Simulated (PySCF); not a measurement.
This PySCF input asks for the NMR shieldings of SMILES O1B(C)OCC1, C3H7BO2; the geometry comes from GFN2-xTB.

```python
import basis_set_exchange as bse
import numpy as np
from pyscf import gto, dft
from pyscf.prop import nmr

atoms = """
C     2.212115    0.153299    0.378542
B     0.658900    0.039168    0.119675
O     0.093572   -0.844952   -0.756739
C    -1.307156   -0.669563   -0.755028
C    -1.561219    0.466324    0.265216
O    -0.278657    0.818721    0.738246
H     2.421274    0.500329    1.385237
H     2.709468   -0.799147    0.226386
H     2.661281    0.865608   -0.308889
H    -1.782725   -1.609792   -0.459701
H    -1.633269   -0.403087   -1.765140
H    -2.023707    1.344210   -0.196199
H    -2.174265    0.139369    1.110666
"""
names = dict.fromkeys(["C", "B", "O", "H"], "pcSseg-1")
basis = {el: gto.basis.parse(bse.get_basis(n, elements=[el], fmt="nwchem")) for el, n in names.items()}
mol = gto.M(atom=atoms, basis=basis, charge=0, verbose=0)
mf = dft.RKS(mol, xc="PBE0")
mf.grids.level = 2
mf.grids.alignment = dft.numint.BLKSIZE   # the property module wants whole blocks of grid points
mf.conv_tol = 1e-9
mf.kernel()

calc = nmr.RKS(mf)   # GIAO
C = mf.mo_coeff
Co = C[:, mf.mo_occ > 0]
resp = mf.gen_response(singlet=True, hermi=2)
def vind(x):   # induced exchange potential for any number of trial vectors
    d = np.einsum("pi,xij,qj->xpq", C, 2 * x.reshape(-1, C.shape[1], Co.shape[1]), Co, optimize=True)
    return np.einsum("xpq,pi,qj->xij", resp(d - d.transpose(0, 2, 1)), C, Co, optimize=True).ravel()
mo1, _ = nmr.rhf.solve_mo1(calc, with_cphf=vind)
sigma = calc.kernel(mo1)
for i, s in enumerate(sigma):   # ppm
    print("%2d %-2s %9.2f" % (i, mol.atom_pure_symbol(i), np.trace(s) / 3))
```

Task: Give the expected output.

Result: 
```
 0 C     193.03
 1 B      66.64
 2 O     204.86
 3 C     117.42
 4 C     117.42
 5 O     204.85
 6 H      31.43
 7 H      31.43
 8 H      31.52
 9 H      27.27
10 H      27.29
11 H      27.29
12 H      27.27
```

These numbers come from an equivalent density-fitted implementation of the same equations, which agrees with the script to about 0.01 ppm for H and up to a few tenths of a ppm for heavy atoms, so last digits may differ.

Size and cost of the density-fitted run: 137 basis functions, 12 s wall time on 1 thread of an Arm Neoverse V2, shared host; peak memory 0.76 GiB.
